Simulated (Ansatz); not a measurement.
disulfane (SMILES SS) moved off its minimum; all values from Ansatz (a first-principles code), cores frozen in correlated methods.
(charge 0, multiplicity 1)
```xyz
4

S     -1.09258     0.15018     0.54894
S      0.86253     0.05396    -0.39609
H     -1.38823    -0.85664    -0.37055
H      1.40031    -0.93687     0.15033
```

Problem. Give the forces (eV/Å), the total energy and the dipole at CCSD(T)/aug-cc-pV(T+d)Z.

Solution. 
```json
[
 {"atom": "S1", "Fx": "1.203", "Fy": "-1.565", "Fz": "-1.625"},
 {"atom": "S2", "Fx": "-1.600", "Fy": "3.011", "Fz": "-1.084"},
 {"atom": "H3", "Fx": "-0.516", "Fy": "0.932", "Fz": "1.080"},
 {"atom": "H4", "Fx": "0.913", "Fy": "-2.379", "Fz": "1.630"}
]
```
Energy -796.6725 hartree, dipole 1.15 D.
